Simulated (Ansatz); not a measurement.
Stepwise reaction of `[F][Nb]([F])([F])([F])[F]` with water, as a gas-phase model of exchange steps in deposition or etching. ΔE in kJ/mol; ΔG adds harmonic PBE0-D4 terms to CCSD(T)/CBS, at 1 bar.

Calculated with Ansatz (gas phase, PBE0-D4/def2-TZVP geometries, no zero-point term in ΔE). CBS: MP2 limit from def2 TZ/QZ plus the TZ coupled-cluster correction, frozen cores. This one scheme is used for every species. DFT in def2-TZVPP. B3LYP here is the variant with VWN-RPA as its local correlation; programs differ in this. Elements past krypton have def2 core potentials. For Nb outer-core shells are correlated without core-valence functions, which leaves a few kJ/mol of doubt a bond. One conformer a species, not always the lowest.

```csv
step,reaction,PBE-D4,B3LYP-D4,ωB97M-V,CCSD(T)/CBS,ΔG(400 K)
1,`[F][Nb]([F])([F])([F])[F]` + H₂O → `[OH][Nb]([F])([F])([F])[F]` + H–F,36.2,33.7,35.1,28.1,23.8
2,`[OH][Nb]([F])([F])([F])[F]` + H₂O → `[OH][Nb]([OH])([F])([F])[F]` + H–F,37.4,35.4,35.8,29.0,22.3
```

Question: Give the row of step 3, `[OH][Nb]([OH])([F])([F])[F]` + H₂O → `[OH][Nb]([OH])([OH])([F])[F]` + H–F. (Estimate.)

Answer: The calculation gave: 
| step | reaction | PBE-D4 | B3LYP-D4 | ωB97M-V | CCSD(T)/CBS | ΔG(400 K) |
| --- | --- | --- | --- | --- | --- | --- |
| 3 | `[OH][Nb]([OH])([F])([F])[F]` + H₂O → `[OH][Nb]([OH])([OH])([F])[F]` + H–F | 36.0 | 35.7 | 36.0 | 28.3 | 33.9 |

Question: By hand: ΔE of the 3 steps together at CCSD(T)/CBS.

Answer: (28.1) + (29.0) + (28.3) = 85.4 kJ/mol, or 28.5 kJ/mol a step.

In ΔE the steps differ by no more than 0.9 kJ/mol. All are uphill at CCSD(T)/CBS. ΔG lies between 22.3 and 33.9 kJ/mol a step. PBE-D4 differs from CCSD(T)/CBS by 7.7 to 8.4 kJ/mol a step. Isolated molecules leave out the surface, adducts and barriers. Largest T1 diagnostic: 0.020.
